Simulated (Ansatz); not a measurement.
```yaml
crystal:
  periodic: [false, false, false]
  atoms:
    - {symbol: C, position_ang: [-1.761113, 0.741245, 0.885577]}
    - {symbol: O, position_ang: [-1.072184, -0.168224, 0.067967]}
    - {symbol: Si, position_ang: [0.566717, -0.294248, 0.001362]}
    - {symbol: N, position_ang: [1.152103, -1.823757, -0.452877]}
    - {symbol: N, position_ang: [1.099178, 0.803711, -1.192612]}
    - {symbol: H, position_ang: [-2.736817, 0.320105, 1.139259]}
    - {symbol: H, position_ang: [-1.925296, 1.694179, 0.368636]}
    - {symbol: H, position_ang: [-1.220942, 0.945268, 1.818820]}
    - {symbol: H, position_ang: [1.050586, -0.055534, 1.392217]}
    - {symbol: H, position_ang: [1.040387, -2.148106, -1.399853]}
    - {symbol: H, position_ang: [1.169876, -2.585233, 0.205105]}
    - {symbol: H, position_ang: [0.585903, 1.646585, -1.385963]}
    - {symbol: H, position_ang: [2.072203, 0.889409, -1.433037]}
basis:
  gaussian: {orbitals: def2-TZVPD, final_grid: {core_spheres: 1, valence_spheres: 1, degree: 3}}
magnetization: {spin_polarized: true, initial_magnetization: 0}
hamiltonian: {xc: {name: PBE}}
accuracy: high
output: {forces: true}
```

```sh
$ ansatz run in.yaml --threads 4 --pin off --events-out ev --progress --plain --max-ram 10444MiB
```

Output, abridged:

```
Functional definition: PBE
4479 factors; integrals over basis functions are off by at most 3.8e-9 eV
mean field evaluation 1: about -14042.9597 eV, gradient 7.9e1 eV
mean field evaluation 2: about -13962.2733 eV, gradient 1.5e2 eV
mean field evaluation 4: about -14065.0744 eV, gradient 1.8e1 eV
mean field evaluation 8: about -14029.3088 eV, gradient 2.4e2 eV
mean field evaluation 16: about -14256.9493 eV, gradient 4.0e1 eV
mean field evaluation 32: about -14338.2156 eV, gradient 2.4e1 eV
mean field evaluation 64: about -14342.6308 eV, gradient 2.1e1 eV
mean field evaluation 96: about -14347.0235 eV, gradient 2.9e-8 eV
mean field -14347.02351885 eV, -527.2433895560 hartree, gradient 2.9e-8 eV, S^2 4.161006; 4 other end points of the search recorded, 0 dependent functions left out
reference -14347.02351885 eV, -527.2433895560 hartree; 25, 25 occupied and 241, 241 virtual orbitals, 4479 factors
Total energy: -14347.02351885 eV, -527.2433895560 hartree
Atom 0 at    -1.761113     0.741245     0.885577 Å, force    -4.582233   -27.477533    11.151928 eV/Å
Atom 1 at    -1.072184    -0.168224     0.067967 Å, force     0.934090    70.006153    58.113872 eV/Å
Atom 2 at     0.566717    -0.294248     0.001362 Å, force   -80.202706   -20.079445  -126.305603 eV/Å
Atom 3 at     1.152103    -1.823757    -0.452877 Å, force    94.742699   -20.058151    20.668864 eV/Å
Atom 4 at     1.099178     0.803711    -1.192612 Å, force    19.846728    74.905553    96.784349 eV/Å
Atom 5 at    -2.736817     0.320105     1.139259 Å, force     1.083327    -5.419339     9.561927 eV/Å
Atom 6 at    -1.925296     1.694179     0.368636 Å, force    28.257004     8.962113   -26.574666 eV/Å
Atom 7 at    -1.220942     0.945268     1.818820 Å, force    30.779983   -22.242066    -6.363795 eV/Å
Atom 8 at     1.050586    -0.055534     1.392217 Å, force   -23.773108     0.594969   -27.530283 eV/Å
Atom 9 at     1.040387    -2.148106    -1.399853 Å, force    -4.384838    -3.333294    -1.028505 eV/Å
Atom 10 at     1.169876    -2.585233     0.205105 Å, force   -27.547347    20.554348     6.003203 eV/Å
Atom 11 at     0.585903     1.646585    -1.385963 Å, force     7.658128   -59.370028   -39.445181 eV/Å
Atom 12 at     2.072203     0.889409    -1.433037 Å, force   -42.811727   -17.043279    24.963891 eV/Å
Dipole moment:    -3.100342    -1.404832     1.299292 e Å
```

In this input the integration grid is far too coarse. The run converged. The result belongs to that input, not to the molecule as meant.
